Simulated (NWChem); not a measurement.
System: C₃H₇FSi; SMILES C1([SiH3])(F)CC1

Results from NWChem. Geometry: optimised at PBE0/def2-SVP. No frequency run checked for a minimum. Level SCAN/def2-SVP: energy and gradient on several grids; changes count from the extra-fine grid, which is no exact limit either.

```tsv
grid	size of the energy change (μHa)	largest change of a gradient component (μHa/bohr)	time, medium = 1 (rough)
xcoarse	10000	6000	about 1
coarse	20000	1000	about 1
medium	4000	2000	about 1
fine	2000	400	about 1
xfine	< 10	< 30	2
```
